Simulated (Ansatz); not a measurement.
Reaction (ligand exchange at the Si–Cl bond): `C[Si]Cl` + CH₃OH → `CO[Si]C` + HCl

Calculated with Ansatz (gas phase, PBE0-D4/def2-TZVP geometries, no zero-point term in ΔE). CCSD(T)/CBS is the MP2 limit (def2-TZVPP, def2-QZVPP) plus CCSD(T) − MP2 in def2-TZVPP, frozen cores. This one scheme is used for every species. DFT in def2-TZVPP. HSE06 is defined as in plane-wave codes. One conformer a species, not always the lowest.

`C[Si]Cl`:

Z-matrix (Å, degrees):
```
C
Si 1 1.887
H 1 1.093 2 111.6
H 1 1.096 2 110.2 3 121.2
H 1 1.096 2 110.2 3 -121.3
Cl 2 2.093 1 98.3 3 179.9
```

CH₃OH:

Cartesian coordinates in Å:
```
C 0.006 -0.201 0.294
O 0.451 0.292 -0.949
H 0.720 -0.962 0.610
H -0.984 -0.670 0.227
H -0.027 0.578 1.066
H -0.165 0.963 -1.249
```

`CO[Si]C`:

Cartesian coordinates in Å:
```
C 0.846 1.082 -0.740
O -0.270 1.427 0.045
Si -1.350 0.558 0.933
C -0.757 -1.239 0.691
H 1.734 1.577 -0.338
H 1.022 0.003 -0.761
H 0.689 1.435 -1.762
H 0.269 -1.384 1.052
H -0.777 -1.538 -0.364
H -1.407 -1.921 1.244
```

HCl:

Cartesian coordinates in Å:
```
Cl -0.500 0.221 0.331
H 0.500 -0.221 -0.331
```

```json
{"level": "HSE06-D4", "ΔE (kJ/mol)": "5.5"}
{"level": "ωB97X-V", "ΔE (kJ/mol)": "-2.0"}
{"level": "PBE", "ΔE (kJ/mol)": "6.2"}
{"level": "PBE0", "ΔE (kJ/mol)": "7.4"}
{"level": "HSE06", "ΔE (kJ/mol)": "7.8"}
{"level": "BHLYP", "ΔE (kJ/mol)": "0.7"}
{"level": "MP2/def2-SVP", "ΔE (kJ/mol)": "-4.8"}
{"level": "MP2/CBS(def2)", "ΔE (kJ/mol)": "0.5"}
```

Task: What does CCSD(T)/CBS give? (Best estimate.)

Result: Ansatz gave: -1.1 kJ/mol. The listed levels differ from it by 6.6, -0.9, 7.3, 8.5, 8.9, 1.8, -3.7, 1.6 kJ/mol.

Largest T1 diagnostic among the species: 0.014.

The D4 term adds −4.3 kJ/mol with B3LYP and −2.5 kJ/mol with PBE0; it sums over pairs of atoms, weighted by their polarisabilities, and B3LYP, whose exchange is more repulsive, gets the larger term. Leaving LDA and LC-ωPBE aside and taking each functional with its dispersion term where it has one, the values, not all of them listed here, spread over 13.0 kJ/mol, from CAM-B3LYP-D4 to HSE06-D4. LDA lies −11.4 kJ/mol from PBE without D4.

B3LYP here is the variant with VWN-RPA as its local correlation; programs differ in this.
